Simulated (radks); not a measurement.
Coulomb parameter of the 3d shell of the cobalt ion Co+ in the model configuration [Ar] 3d7 4s1, as a second difference U = [E(n + 1) + E(n - 1) - 2 E(n)] / (1)^2 with all orbitals relaxed. "Bare": the charge of the atom changes with n. "Screened": the 4s shell takes up the change at fixed total charge, which measures U(3d,3d) + U(4s,4s) - 2 U(3d,4s). Method: scalar-relativistic Kohn-Sham, PBE, spin-unpolarised, spherical densities, point nucleus; computed with a radial shooting solver on a logarithmic mesh with Libxc functionals.

case         configuration  E - E(n) (eV)
start         [Ar] 3d7 4s1          0.000
bare +1       [Ar] 3d8 4s1        -10.233
bare -1       [Ar] 3d6 4s1         24.927
screened +1       [Ar] 3d8         -2.559
screened -1   [Ar] 3d6 4s2          6.151

U(bare) = 14.693 eV, U(screened by 4s) = 3.592 eV, against the Slater integral F0(3d,3d) = 24.388 eV with frozen orbitals.
